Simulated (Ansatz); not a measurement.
Consider the ligand exchange at the Si–C bond: `[SiH3]C1N[SiH2]1` + `NB[SeH]` → `NB[Se][SiH3]` + `C1N[SiH2]1`.

Program: Ansatz. Geometries: PBE0-D4/def2-TZVP. ΔE: electronic, gas phase. CCSD(T)/CBS adds triple-zeta CCSD(T) − MP2 to the extrapolated MP2 energy (def2 sets, frozen cores). Functionals use def2-TZVPP. B3LYP here is the variant with VWN-RPA as its local correlation; programs differ in this. For Se outer-core shells are correlated without core-valence functions, which leaves a few kJ/mol of doubt a bond. Scalar relativity is left out up to krypton. Each species was taken in one conformer, which may not be the lowest.

`[SiH3]C1N[SiH2]1`:

```xyz
11

Si   -0.768   -1.390    0.069
C    -0.391    0.384    0.479
N    -0.243    1.396   -0.633
Si    1.273    1.063    0.123
H    -0.613   -2.247    1.274
H    -2.156   -1.549   -0.450
H     0.167   -1.848   -0.996
H    -0.942    0.790    1.328
H    -0.470    1.050   -1.556
H     1.877    2.170    0.893
H     2.266    0.182   -0.531
```

`NB[SeH]`:

Z-matrix (Å, degrees):
```
N
B 1 1.389
H 1 1.006 2 124.5
H 1 1.005 2 121.8 3 180.0
Se 2 1.956 1 120.2 3 -0.0
H 2 1.192 1 120.2 3 180.0
H 5 1.464 2 94.6 1 -180.0
```

`NB[Se][SiH3]`:

Z-matrix (Å, degrees):
```
Si
Se 1 2.271
H 1 1.482 2 107.6
H 1 1.486 2 111.7 3 -120.3
H 1 1.490 2 110.8 3 119.5
B 2 1.963 1 100.5 3 -166.8
N 6 1.387 2 125.6 1 4.4
H 6 1.194 2 114.6 1 -175.9
H 7 1.006 6 121.3 2 179.5
H 7 1.006 6 125.1 2 2.4
```

`C1N[SiH2]1`:

Cartesian coordinates in Å:
```
C -0.718 0.179 -0.584
N 0.768 0.118 -0.721
Si 0.292 0.036 0.934
H -1.157 1.112 -0.929
H -1.283 -0.699 -0.895
H 1.132 -0.659 -1.251
H 0.284 -1.260 1.650
H 0.682 1.172 1.795
```

| level | ΔE (kJ/mol) | difference from CCSD(T)/CBS |
| --- | --- | --- |
| PBE-D4 | -53.7 | 0.1 |
| PBE0-D4 | -55.4 | -1.6 |
| B3LYP-D4 | -52.6 | 1.2 |
| ωB97X-V | -52.3 | 1.5 |
| B2PLYP | -52.7 | 1.1 |
| PBE | -53.7 | 0.1 |
| r2SCAN | -53.7 | 0.1 |
| PBE0 | -55.4 | -1.6 |
| B3LYP | -52.5 | 1.3 |
| CCSD/def2-TZVPP | -51.3 | 2.5 |
| HF/def2-QZVPP | -55.5 | -1.7 |
| MP2/def2-QZVPP | -55.2 | -1.4 |
| SCS-MP2/def2-QZVPP | -53.4 | 0.4 |
| HF/CBS(def2) | -55.5 | -1.7 |
| MP2/CBS(def2) | -56.6 | -2.8 |
| CCSD/CBS(def2) | -54.1 | -0.3 |
| CCSD(T)/CBS | -53.8 | 0 |

Largest T1 diagnostic among the species: 0.013.
